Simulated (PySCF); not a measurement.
# Yb⁵⁵⁺: ionisation energy

Yb⁵⁵⁺ [Ne] 3s2 3p3 (4S) → Yb⁵⁶⁺ [Ne] 3s2 3p2 (3P), as a difference of total energies. Computed with PySCF 2.14 in an uncontracted even-tempered set (17 s from 14 bohr⁻², ratio 2.5; 12 p from 18 bohr⁻², ratio 2.5; 4 d from 72 bohr⁻², ratio 2.7; 4 f from 110 bohr⁻², ratio 2.7), with scalar relativity by spin-free X2C-1e. Correlated levels: outer shells: 1s2 frozen; virtual orbitals above 40 to 60 times the deepest correlated orbital energy dropped. The calculations carry no spin-orbit coupling.

```json
{"method": "UHF", "ionisation energy (eV)": "5444.0"}
{"method": "MP2 (outer shells)", "ionisation energy (eV)": "5444.5"}
{"method": "SCS-MP2 (outer shells)", "ionisation energy (eV)": "5444.3"}
{"method": "CCSD (outer shells)", "ionisation energy (eV)": "5444.4"}
{"method": "CCSD(T) (outer shells)", "ionisation energy (eV)": "5444.4"}
```

Spin-orbit coupling is strong in these open shells (close to jj coupling). The scalar numbers leave it out and a first-order estimate fails, so it can dominate the gap to the real levels.

The ground level that NIST lists for one species does not belong to the high-spin term computed here, so part of any gap is the choice of state.

Breit and QED terms and the two-electron picture change are absent.

For comparison: 5339 ± 5 eV (theoretical estimate listed by NIST; NIST Atomic Spectra Database, ionization energies).
